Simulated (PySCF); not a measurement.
## Cr³⁺ (chromium, charge +3) across methods

[Ar] 3d3, high-spin 4F determinant. Calculation: PySCF 2.14, in ANO-RCC-VTZP; scalar relativity by spin-free X2C-1e.

```csv
method,E (hartree),mean ε 3p α (eV),mean ε 3p β (eV),mean ε 3d α (eV),Σ⟨r²⟩ (bohr²),⟨S²⟩
r2SCAN,-1048.727,-86.436,-82.441,-41.369,13.21,3.751
BHandHLYP,-1048.766,-92.949,-87.393,-45.888,13.21,3.751
UHF,-1047.78824,-100.31,-91.966,-50.374,13.18,3.753
HSE06,-1048.569,-88.615,-84.210,-42.887,13.25,3.751
LDA,-1046.380,-84.907,-81.698,-40.707,13.31,3.750
PBEsol,-1047.412,-84.832,-81.529,-40.612,13.29,3.750
PBE,-1048.501,-84.938,-81.637,-40.723,13.29,3.750
```

Question: Estimate the same row for PBE0.

Answer: E (hartree) = -1048.548; mean ε 3p α (eV) = -89.061; mean ε 3p β (eV) = -84.621; mean ε 3d α (eV) = -43.338; Σ⟨r²⟩ (bohr²) = 13.24; ⟨S²⟩ = 3.751.
